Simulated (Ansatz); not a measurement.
Program: Ansatz. Geometries: PBE0-D4/def2-TZVP. ΔE: electronic, gas phase. CCSD(T)/CBS adds triple-zeta CCSD(T) − MP2 to the extrapolated MP2 energy (def2 sets, frozen cores). This one scheme is used for every species. Functionals use def2-TZVPP. For Ge outer-core shells are correlated without core-valence functions, which leaves a few kJ/mol of doubt a bond. Scalar relativity is left out up to krypton. One conformer a species, not always the lowest.

`C[O][GeH]([F])[SH]` + HCl → `C[O][GeH]([SH])[Cl]` + H–F  (ligand exchange at a Ge–F bond)

```
             level  ΔE (kcal/mol)
           ωB97M-V           -2.0
               PBE           -2.0
    MP2/def2-TZVPP           -3.7
SCS-MP2/def2-TZVPP           -2.1
```

(1) What does CCSD(T)/CBS give? (An estimate is asked.)

Largest T1 diagnostic among the species: 0.012.

Answers

(1) Ansatz gave: -3.3 kcal/mol. The listed levels differ from it by 1.3, 1.3, -0.4, 1.2 kcal/mol.

From PBE to PBE0 (25 % exact exchange), in def2-TZVPP and without D4, ΔE moves by −0.8 kcal/mol. The D4 term adds −1.8 kcal/mol with B3LYP and −1.0 kcal/mol with PBE0; it sums over pairs of atoms, weighted by their polarisabilities, and B3LYP, whose exchange is more repulsive, gets the larger term.

B3LYP here is the variant with VWN-RPA as its local correlation; programs differ in this.
